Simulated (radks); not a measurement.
Q: The table gives one normalised radial function P(r) = r R(r) of Be2+ in [He] (r in bohr). Calculated with a radial shooting solver on a logarithmic mesh with Libxc functionals: scalar-relativistic Kohn-Sham, Slater X-alpha with alpha = 0.667, spin-polarised, spherical densities, point nucleus.

r,P
0.02963,0.3836
0.03449,0.4380
0.04047,0.5019
0.04712,0.5690
0.05529,0.6464
0.06437,0.7260
0.07494,0.8106
0.08794,0.9038
0.1024,0.9943
0.1201,1.0887
0.1399,1.1741
0.1641,1.2547
0.1911,1.3176
0.2224,1.3618
0.261,1.3824
0.3039,1.3724
0.3566,1.3269
0.4151,1.2490
0.4872,1.1323
0.5672,0.9933
0.6603,0.8351
0.7748,0.6597
0.902,0.4973
1.059,0.3437
1.232,0.2236
1.446,0.1290
1.684,0.0688

Which n and l does it have? It may be an empty orbital.

A: n = 1, l = 0: the number of nodes gives n - l - 1 = 0, the rise at small r (about r^(l+1)) gives l, and the extent must fit the shell. The curve is that of 1s. 1s: eigenvalue -128.68 eV, 0 radial nodes, <r> = 0.422 bohr, 90 % of the charge inside 0.760 bohr.
